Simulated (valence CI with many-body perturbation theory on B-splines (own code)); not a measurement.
The numbers below are computed, except where a source is named.
Zr X: configurations and terms from energies and g

Level of theory: configuration interaction combined with many-body perturbation theory (CI+MBPT): three valence electrons over a frozen Dirac-Fock core [Ar] 3d10, radial functions for each j: 11 s, 11 p, 10 d, 8 f, 5 g, 2 h, with the one-electron correlation potential Σ1, the two-electron term Σ2, the three-electron term Σ3, Breit, model QED; selected CI, second order for the rest, scaled by the run's own slope (own B-spline code, finite nucleus).

No measured spectrum was set against this ion. As an estimate, levels hold to about 250 cm⁻¹ or 0.2 % of their energy and the worst to 1 %, as in measured heavy ions of charge 2 to 7; those with d or f electrons hold less well.

| No. | J | Parity | E (cm⁻¹) | g |
| --- | --- | --- | --- | --- |
| 1 | 1/2 | odd | 0 | 0.665 |
| 2 | 3/2 | odd | 19885 | 1.334 |
| 3 | 1/2 | even | 166770 | 2.645 |
| 4 | 3/2 | even | 175870 | 1.728 |
| 5 | 5/2 | even | 185310 | 1.576 |
| 6 | 3/2 | even | 220090 | 0.815 |
| 7 | 5/2 | even | 223960 | 1.224 |
| 10 | 3/2 | even | 279870 | 1.323 |
| 11 | 3/2 | even | 356520 | 0.800 |
| 12 | 5/2 | even | 359340 | 1.200 |
| 15 | 5/2 | odd | 429360 | 1.200 |
| 16 | 1/2 | odd | 462250 | 0.665 |
| 17 | 3/2 | odd | 470060 | 1.327 |
| 18 | 3/2 | odd | 491510 | 0.413 |

Energies count from the lowest level. Strongly mixed levels and levels close to another of their J and parity are left out, so the numbers can have gaps.

(1) Give configuration and LS term of each level.

## Answers

(1) 1: 4s²4p ²P°; 2: 4s²4p ²P°; 3: 4s4p² ⁴P; 4: 4s4p² ⁴P; 5: 4s4p² ⁴P; 6: 4s4p² ²D; 7: 4s4p² ²D; 10: 4s4p² ²P; 11: 4s²4d ²D; 12: 4s²4d ²D; 15: 4p³ ²D°; 16: 4p³ ²P°; 17: 4p³ ²P°; 18: 4s4p4d ⁴F°.
